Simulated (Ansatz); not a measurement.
CH3F3OSi (`CO[Si](F)(F)F`). The species carries charge 0 and has multiplicity 1.

Z-matrix (Å, degrees):
```
C
O 1 1.417
H 1 1.093 2 110.9
H 1 1.093 2 111.0 3 -121.7
H 1 1.089 2 107.6 3 119.1
Si 2 1.596 1 127.0 3 61.4
F 6 1.566 2 108.3 1 179.8
F 6 1.574 2 112.2 1 -60.3
F 6 1.574 2 112.2 1 59.8
```

Task: List the harmonic frequencies (cm⁻¹, unscaled) at PBE0-D4/def2-TZVP in Ansatz. (Best estimate.)

Result: Ansatz gave: 49, 76, 134, 268, 268, 367, 383, 416, 736, 939, 988, 1016, 1173, 1186, 1234, 1488, 1497, 1502, 3045, 3118, 3149.

Task: Is this a minimum?

Result: Yes, all 21 modes are real.

Task: Give the ideal-gas thermochemistry at 298.15 K and 1 bar (rigid rotor, harmonic oscillator; point group Cs, symmetry number 1).

Result: Zero-point energy 137.8 kJ/mol; H(298) − E = 159.4 kJ/mol; entropy 360.1 J/(mol·K), of which translation 168.2, rotation 113.7, vibration 78.3; G(298) − E = 52.0 kJ/mol. Modes under 100 cm⁻¹ are hindered rotations or soft bends, so the harmonic entropy is rough.
